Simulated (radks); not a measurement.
Neutral arsenic inside a hard spherical wall (all orbitals vanish at R), configuration held at [Ar] 3d10 4s2 4p3 and not refilled when levels cross. All-electron calculation, scalar-relativistic Kohn-Sham, PBE, spin-polarised, spherical densities, finite nucleus; open shells are filled with parallel spins first; Fermi nuclear charge, rms radius 4.0968 fm. Program: a radial shooting solver on a logarithmic mesh with Libxc functionals. Eigenvalues in eV for spin up, with the zero of energy where the potential of the charges vanishes at infinity; a dash marks a level that is unbound or too diffuse for the functional's potential to be trusted. A positive occupied level is held by the wall or, in an anion where self-interaction has pushed it up, behind a barrier. The pressure on the wall is -dE/dV.

| R (bohr) | E (hartree) | kinetic (hartree) | e(3p) | e(3d) | e(4s) | e(4p) | e(5s, empty) | e(5p, empty) | pressure (GPa) |
|---|---|---|---|---|---|---|---|---|---|
| free | -2260.85402 | 2304.360 | -133.36 | -40.377 | -15.209 | -5.920 | - | - | 0 |
| 12 | -2260.85401 | 2304.360 | -133.36 | -40.376 | -15.208 | -5.919 | -0.414 | 0.967 | 0.000179 |
| 8 | -2260.85245 | 2304.374 | -133.24 | -40.261 | -15.119 | -5.830 | 1.026 | 3.705 | 0.0739 |
| 7 | -2260.84833 | 2304.404 | -133.03 | -40.055 | -14.965 | -5.667 | 2.345 | 5.816 | 0.350 |
| 6 | -2260.83318 | 2304.500 | -132.49 | -39.513 | -14.573 | -5.224 | 4.996 | 9.676 | 1.78 |
| 5 | -2260.77480 | 2304.815 | -131.07 | -38.111 | -13.564 | -3.995 | 10.845 | 17.384 | 10.1 |
| 4 | -2260.53029 | 2305.914 | -127.40 | -34.523 | -10.755 | -0.387 | 25.373 | 34.808 | 69.0 |
| 3.5 | -2260.17197 | 2307.313 | -123.82 | -31.032 | -7.554 | 3.750 | 40.579 | 52.063 | 199 |
| 3 | -2259.35501 | 2310.190 | -118.05 | -25.437 | -1.338 | 11.625 | 67.736 | 81.848 | 636 |
| 2 | -2251.53234 | 2334.512 | -89.316 | 3.167 | 46.592 | 67.793 | 234.75 | 255.27 | 11500 |
| 1.5 | -2230.52223 | 2395.314 | -44.207 | 51.564 | 158.19 | 187.35 | 535.84 | 553.68 | 83900 |
